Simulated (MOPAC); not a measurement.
MOPAC input (PM7):

```
PM7 PRECISE GNORM=0.05 LET XYZ GEO-OK AUX(PRECISION=9) THREADS=1
H4Cl2OSi2

Si    2.37624600 1   -0.55272600 1   -0.30569800 1
O     0.76088400 1   -0.86803200 1   -0.45494100 1
Si   -0.74365000 1   -0.36431200 1   -0.18296100 1
Cl   -1.04151200 1   -0.10300300 1    1.82907000 1
Cl   -1.06248900 1    1.42912200 1   -1.12499000 1
H     3.10100900 1   -1.70034600 1   -0.88557200 1
H     2.71757800 1   -0.39825800 1    1.12399700 1
H     2.70520800 1    0.68705500 1   -1.03987700 1
H    -1.69920200 1   -1.34967300 1   -0.68716100 1
```

From the output:

```
                                                       MOPAC v23.2.5 Linux

          FINAL HEAT OF FORMATION =       -180.03745 KCAL/MOL =    -753.27668 KJ/MOL

          COSMO AREA              =        160.84 SQUARE ANGSTROMS
          COSMO VOLUME            =        160.10 CUBIC ANGSTROMS

          GRADIENT NORM           =          0.04160          =       0.01387 PER ATOM
          IONIZATION POTENTIAL    =         11.361357 EV
          HOMO LUMO ENERGIES (EV) =        -11.361 -0.806
          NO. OF FILLED LEVELS    =         16
          MOLECULAR WEIGHT        =        147.1080         POINT GROUP:  Cs

          MOLECULAR DIMENSIONS (Angstroms)

            Atom       Atom       Distance
            H     6   Cl     5     5.20441
            H     8    H     9     4.29852
           Cl     5   Cl     4     2.73795

          SCF CALCULATIONS        =         24

   ATOM   CHEMICAL          X               Y               Z
  NUMBER   SYMBOL      (ANGSTROMS)     (ANGSTROMS)     (ANGSTROMS)

     1      Si          2.45169999  *  -0.63974254  *  -0.35074013  *
     2       O          0.84843634  *  -0.55524269  *  -0.29439692  *
     3      Si         -0.68462483  *  -0.32385853  *  -0.16273710  *
     4      Cl         -1.17648660  *  -0.11474496  *   1.78725344  *
     5      Cl         -1.19832243  *   1.38759063  *  -1.10892612  *
     6       H          2.83893191  *  -1.89430750  *  -0.98394056  *
     7       H          2.99741752  *  -0.58999852  *   1.00035170  *
     8       H          2.97848454  *   0.47727293  *  -1.12564687  *
     9       H         -1.44282756  *  -1.43865745  *  -0.73527466  *

                             CARTESIAN COORDINATES

   1   Si        2.451699986    -0.639742543    -0.350740132
   2    O        0.848436342    -0.555242695    -0.294396925
   3   Si       -0.684624834    -0.323858533    -0.162737102
   4   Cl       -1.176486605    -0.114744965     1.787253436
   5   Cl       -1.198322435     1.387590626    -1.108926123
   6    H        2.838931912    -1.894307498    -0.983940562
   7    H        2.997417524    -0.589998516     1.000351699
   8    H        2.978484539     0.477272927    -1.125646870
   9    H       -1.442827564    -1.438657448    -0.735274661

           Empirical Formula: H4 O Si2 Cl2  =     9 atoms

      MOLECULAR POINT GROUP   :   Cs

                  EIGENVALUES
 -31.19661 -26.31357 -25.38012 -19.25619 -17.24384 -16.27723 -16.01769 -15.78271
 -13.78111 -13.57369 -12.37056 -12.28684 -11.88442 -11.64207 -11.59482 -11.36136
  -0.80593  -0.56962   0.32407   1.90679   2.39094   2.40244   5.08278   7.60061
  21.31537  21.47404  21.89070  22.00536  22.20045  22.26532  23.18312  23.23007
  23.74571  24.31562  69.14421  69.32790  69.60955  69.92854  69.96968  70.02705
  70.33099  70.41555  70.65955  70.75930

              NET ATOMIC CHARGES AND DIPOLE CONTRIBUTIONS

  ATOM NO.   TYPE          CHARGE      No. of ELECS.   s-Pop       p-Pop       d-Pop
    1         Si           0.251194        3.7488     0.91388     2.63306     0.20186
    2          O          -0.678404        6.6784     1.58391     5.09449
    3         Si           0.475866        3.5241     0.84450     2.39117     0.28847
    4         Cl          -0.162219        7.1622     1.97973     5.17931     0.00318
    5         Cl          -0.162248        7.1622     1.97973     5.17934     0.00318
    6          H           0.052865        0.9471     0.94713
    7          H           0.054217        0.9458     0.94578
    8          H           0.054241        0.9458     0.94576
    9          H           0.114487        0.8855     0.88551
 DIPOLE           X         Y         Z       TOTAL
 POINT-CHG.     1.963    -1.996    -1.051     2.991
 HYBRID        -0.087     0.538     0.280     0.613
 SUM            1.876    -1.458    -0.771     2.498

          ATOMIC ORBITAL ELECTRON POPULATIONS

     Atom    s        px        py        pz      x^2-y^2     xz        z^2       yz        xy
    1 Si   0.91388   0.49305   1.06875   1.07125   0.05318   0.05254   0.02738   0.01962   0.04914
    2  O   1.58391   1.43674   1.83410   1.82365
    3 Si   0.84450   0.65603   0.92631   0.80883   0.06033   0.06605   0.04778   0.04203   0.07228
    4 Cl   1.97973   1.90372   1.93668   1.33891   0.00030   0.00104   0.00122   0.00047   0.00014
    5 Cl   1.97973   1.90061   1.47466   1.80407   0.00069   0.00029   0.00050   0.00080   0.00089
    6  H   0.94713
    7  H   0.94578
    8  H   0.94576
    9  H   0.88551

 **********************
 *                    *
 * JOB ENDED NORMALLY *
 *                    *
 **********************

 == MOPAC DONE ==
```

The geometry given is a B3LYP-D3(BJ)/def2-TZVP minimum.
